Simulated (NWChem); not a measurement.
System: C$_{2}$H$_{3}$FOSi; SMILES FC1=CO[SiH2]1

The following NWChem deck was run.

```
start job
memory heap 200 mb stack 900 mb global 1100 mb
geometry units angstroms
  F      1.573729    -0.219960    -1.340751
  C      0.611446    -0.020718    -0.422912
  C      0.649268     0.723757     0.679902
  O     -0.609503     0.571702     1.255783
  Si    -1.175573    -0.467506     0.045055
  H      1.365783     1.353414     1.174286
  H     -1.393992    -1.800051     0.572658
  H     -2.226059     0.167011    -0.726707
end
basis spherical
  * library def2-svp
end
dft
  xc pbe0
  iterations 150
end
driver
  maxiter 120
end
task dft optimize
task dft freq
```

The level has its own optimisation; frequencies are unscaled. Brackets give each atom's bonded neighbours.

Give the results of this calculation. (PBE0/def2-SVP.) Quantities: r C–F (Å); r C–C (Å); r C–Si [C(CFSi)–Si(CCHHO)] (Å); r C–O (Å); highest harmonic frequency (cm⁻¹); lowest (cm⁻¹); zero-point energy (kcal/mol); dipole (D).


```json
{
  "r C–F (Å)": "1.322",
  "r C–C (Å)": "1.348",
  "r C–Si [C(CFSi)–Si(CCHHO)] (Å)": "1.857",
  "r C–O (Å)": "1.386",
  "highest harmonic frequency (cm⁻¹)": "3219",
  "lowest (cm⁻¹)": "241",
  "zero-point energy (kcal/mol)": "28.6",
  "dipole (D)": "0.87"
}
```
